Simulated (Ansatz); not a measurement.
One change: `[F][GeH]([Cl])[Br]` becomes `[Cl][GeH]([Cl])[Br]`.

Ansatz, PBE0-D4/def2-TZVP geometries, multiplicity 1. 

Scalar relativity is left out up to krypton.

```json
{"property": "zero-point energy (PBE0-D4/def2-TZVP) / kJ/mol", "`[F][GeH]([Cl])[Br]`": "33.7"}
{"property": "LUMO energy (ωB97M-V/def2-TZVPP) / eV", "`[F][GeH]([Cl])[Br]`": "0.61"}
{"property": "HOMO energy (B3LYP/def2-TZVPP) / eV", "`[F][GeH]([Cl])[Br]`": "-8.81"}
{"property": "HOMO–LUMO gap (B3LYP/def2-TZVPP) / eV", "`[F][GeH]([Cl])[Br]`": "7.07"}
{"property": "HOMO–LUMO gap (ωB97M-V/def2-TZVPP) / eV", "`[F][GeH]([Cl])[Br]`": "11.91"}
{"property": "HOMO–LUMO gap (PBE/def2-TZVPP) / eV", "`[F][GeH]([Cl])[Br]`": "5.38"}
```

(1) What does the change do to each property? (Estimate.)

Results:

(1) Computed: 
```csv
property,`[Cl][GeH]([Cl])[Br]`,shift
zero-point energy (PBE0-D4/def2-TZVP) / kJ/mol,31.2,-2.5
LUMO energy (ωB97M-V/def2-TZVPP) / eV,0.34,-0.27
HOMO energy (B3LYP/def2-TZVPP) / eV,-8.65,0.16
HOMO–LUMO gap (B3LYP/def2-TZVPP) / eV,6.67,-0.40
HOMO–LUMO gap (ωB97M-V/def2-TZVPP) / eV,11.50,-0.41
HOMO–LUMO gap (PBE/def2-TZVPP) / eV,5.00,-0.38
```

With PBE0 the HOMO rises by 0.14 eV and the LUMO falls by 0.26 eV, so the gap narrows by about 0.40 eV. PBE moves the HOMO by 0.14 eV and ωB97M-V by 0.14 eV.

B3LYP here is the variant with VWN-RPA as its local correlation; programs differ in this.

Spin–orbit coupling is left out; it splits and shifts lone-pair levels of the heavy atoms by tenths of an eV.
